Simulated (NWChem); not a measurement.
System: GeHOCl$_{2}$F; SMILES [Ge]([Cl])([OH])([F])[Cl]

Here is an NWChem input.

```
start job
memory heap 200 mb stack 900 mb global 1100 mb
geometry units angstroms noautosym nocenter noautoz
  O     -1.248771    -0.128894    -1.456339
  Ge    -0.268721    -0.011243    -0.020877
  F     -1.304454     0.064617     1.352797
  Cl     0.929392    -1.745734     0.098180
  Cl     0.916012     1.751785     0.024700
  H     -1.969059     0.513936    -1.475838
end
basis spherical
  * library 6-31g*
end
dft
  xc b3lyp
  iterations 150
end
property
  shielding
  efieldgrad
end
task dft property
```

Excerpt of the output:

```
             Northwest Computational Chemistry Package (NWChem) 7.3.0
             --------------------------------------------------------

                             Geometry "geometry" -> ""
                             -------------------------

 Output coordinates in angstroms (scale by  1.889725989 to convert to a.u.)

  No.       Tag          Charge          X              Y              Z
 ---- ---------------- ---------- -------------- -------------- --------------
    1 O                    8.0000    -1.24877100    -0.12889400    -1.45633900
    2 Ge                  32.0000    -0.26872100    -0.01124300    -0.02087700
    3 F                    9.0000    -1.30445400     0.06461700     1.35279700
    4 Cl                  17.0000     0.92939200    -1.74573400     0.09818000
    5 Cl                  17.0000     0.91601200     1.75178500     0.02470000
    6 H                    1.0000    -1.96905900     0.51393600    -1.47583800

 Effective nuclear repulsion energy (a.u.)     610.8861784158

                              NWChem Property Module
                              ----------------------

  itol2e modified to match energy
  convergence criterion.

                                 NWChem DFT Module
                                 -----------------

 Summary of "ao basis" -> "ao basis" (spherical)
 ------------------------------------------------------------------------------
       Tag                 Description            Shells   Functions and Types
 ---------------- ------------------------------  ------  ---------------------
 O                           6-31g*                  6       14   3s2p1d
 Ge                          6-31g*                 12       32   5s4p3d
 F                           6-31g*                  6       14   3s2p1d
 Cl                          6-31g*                  8       18   4s3p1d
 H                           6-31g*                  2        2   2s

  itol2e modified to match energy
  convergence criterion.

            General Information
            -------------------
          SCF calculation type: DFT
          Wavefunction type:  closed shell.
          No. of atoms     :     6
          No. of electrons :    84
           Alpha electrons :    42
            Beta electrons :    42
          Charge           :     0
          Spin multiplicity:     1
          Use of symmetry is: off; symmetry adaption is: off
          Maximum number of iterations: 150
          AO basis - number of functions:    98
                     number of shells:    42
          Convergence on energy requested:  1.00D-07
          Convergence on density requested:  1.00D-05
          Convergence on gradient requested:  5.00D-04

              XC Information
              --------------
                         B3LYP Method XC Potential
                     Hartree-Fock (Exact) Exchange  0.200
                        Slater Exchange Functional  0.800 local
                    Becke 1988 Exchange Functional  0.720 non-local
              Lee-Yang-Parr Correlation Functional  0.810
                  VWN I RPA Correlation Functional  0.190 local

             Grid Information
             ----------------
          Grid used for XC integration:  fine
          Radial quadrature: Mura-Knowles
          Angular quadrature: Lebedev.
          Tag              B.-S. Rad. Rad. Pts. Rad. Cut. Ang. Pts.
          ---              ---------- --------- --------- ---------
          O                   0.60       70          10.0       590
          Ge                  1.25      140           8.0       974
          F                   0.50       70           9.0       590
          Cl                  1.00      123          11.0       770
          H                   0.35       60          11.0       590
          Grid pruning is: on
          Number of quadrature shells:   586
          Spatial weights used:  Erf1

      Superposition of Atomic Density Guess
      -------------------------------------

 Sum of atomic energies:       -3168.54751870

      Non-variational initial energy
      ------------------------------

 Total energy =   -3169.469486
 1-e energy   =   -5626.372355
 2-e energy   =    1846.016691
 HOMO         =      -0.437948
 LUMO         =      -0.023960

[...]

          -----------------------------------------
          Chemical Shielding Tensors (GIAO, in ppm)
          -----------------------------------------

                                NWChem CPHF Module
                                ------------------

  scftype          =     RHF
  nclosed          =       42
  nopen            =        0
  variables        =     2352
  # of vectors     =        3
  tolerance        = 0.10D-03
  level shift      = 0.00D+00
  max iterations   =       50
  max subspace     =       30

 SCF residual:    1.4847991415732479E-005

Iterative solution of linear equations
  No. of variables     2352
  No. of equations        3
  Maximum subspace       30
        Iterations       50
       Convergence  1.0D-04

   iter   nsub   residual    time
   ----  ------  --------  ---------
     1      3    2.19D-01      44.8
     2      6    1.74D-02      50.3
     3      9    8.49D-04      55.8
     4     12    3.24D-05      61.3

      Atom:    1  O
        Diamagnetic
    391.3362     -6.8461     20.9672
     -6.8461    375.0456      2.2038
     20.9672      2.2038    395.9843

        Paramagnetic
   -147.1665     28.5256     21.7484
     28.5256   -168.8806     -2.1925
     21.7484     -2.1925   -129.1043

        Total Shielding Tensor
    244.1696     21.6794     42.7156
     21.6794    206.1650      0.0113
     42.7156      0.0113    266.8800

           isotropic =     239.0715
          anisotropy =      93.8238

          Principal Components and Axis System
                 1           2           3
              301.6208    225.1575    190.4364

      1         0.6246      0.5463     -0.5581
      2         0.1419      0.6233      0.7690
      3         0.7680     -0.5595      0.3117

      Atom:    2  Ge
        Diamagnetic
   2761.6395     -0.2282     -0.2392
     -0.2282   2762.9886      0.5185
     -0.2392      0.5185   2760.9093

        Paramagnetic
  -1276.4056    -13.3322     39.5445
    -13.3322  -1251.0418     -5.3050
     39.5445     -5.3050  -1296.4080

        Total Shielding Tensor
   1485.2339    -13.5604     39.3053
    -13.5604   1511.9468     -4.7864
     39.3053     -4.7864   1464.5013

           isotropic =    1487.2273
          anisotropy =      60.5669

          Principal Components and Axis System
                 1           2           3
             1527.6053   1500.1241   1433.9526

      1         0.6124      0.4942     -0.6171
      2        -0.6623      0.7469     -0.0591
      3         0.4317      0.4449      0.7847

      Atom:    3  F
        Diamagnetic
    470.6732     -0.9607    -20.2737
     -0.9607    455.2172      1.3035
    -20.2737      1.3035    481.1681

        Paramagnetic
   -189.7457      2.2941    -65.8193
      2.2941   -240.5363      4.0999
    -65.8193      4.0999   -183.7844

        Total Shielding Tensor
    280.9275      1.3334    -86.0929
      1.3334    214.6809      5.4034
    -86.0929      5.4034    297.3838

           isotropic =     264.3307
          anisotropy =     167.0549

          Principal Components and Axis System
                 1           2           3
              375.7006    216.1991    201.0924

      1        -0.6721      0.2515      0.6964
      2         0.0193      0.9462     -0.3231
      3         0.7402      0.2038      0.6408

      Atom:    4  Cl
        Diamagnetic
   1146.7765     -7.2266      0.4085
     -7.2266   1153.4495     -0.6865
      0.4085     -0.6865   1141.7810

        Paramagnetic
   -333.1091   -116.8823      4.5900
   -116.8823   -155.1376    -16.3659
      4.5900    -16.3659   -420.0743

        Total Shielding Tensor
    813.6674   -124.1089      4.9985
   -124.1089    998.3119    -17.0523
      4.9985    -17.0523    721.7066

           isotropic =     844.5620
          anisotropy =     325.5129

          Principal Components and Axis System
                 1           2           3
             1061.5706    751.6370    720.4784

      1        -0.4479      0.8914      0.0689
      2         0.8926      0.4414      0.0918
      3        -0.0514     -0.1026      0.9934

      Atom:    5  Cl
        Diamagnetic
   1146.6220      7.1547      0.2177
      7.1547   1153.5043      0.2861
      0.2177      0.2861   1141.6870

        Paramagnetic
   -363.6477    134.2132     -0.8727
    134.2132   -175.7189     12.6939
     -0.8727     12.6939   -446.2278

        Total Shielding Tensor
    782.9743    141.3679     -0.6550
    141.3679    977.7854     12.9800
     -0.6550     12.9800    695.4592

           isotropic =     818.7396
          anisotropy =     350.5007

          Principal Components and Axis System
                 1           2           3
             1052.4068    711.3899    692.4222

      1         0.4643      0.8259      0.3198
      2         0.8851     -0.4200     -0.2005
      3         0.0313     -0.3761      0.9260

      Atom:    6  H
        Diamagnetic
     35.9322    -13.2489      7.8403
    -13.2489     25.4817     -2.3944
      7.8403     -2.3944     21.1482

        Paramagnetic
     -0.3673      5.6557     -1.2544
      5.6557      1.4093      0.0201
     -1.2544      0.0201      5.2518

        Total Shielding Tensor
     35.5649     -7.5932      6.5859
     -7.5932     26.8910     -2.3743
      6.5859     -2.3743     26.4000

           isotropic =      29.6186
          anisotropy =      19.8725

          Principal Components and Axis System
                 1           2           3
               42.8670     24.2624     21.7265

      1         0.8090     -0.0197      0.5874
      2        -0.4421      0.6382      0.6303
      3         0.3873      0.7696     -0.5076
```

Level: B3LYP/6-31G* (spherical d), GIAO. Structure relaxed at the PBE0/def2-SVP level. B3LYP is NWChem's, with the RPA form of VWN correlation. NWChem prints the field gradient with the sign opposite to the second derivative of the potential. The printed shielding anisotropy is the first printed principal value minus the mean of the other two.
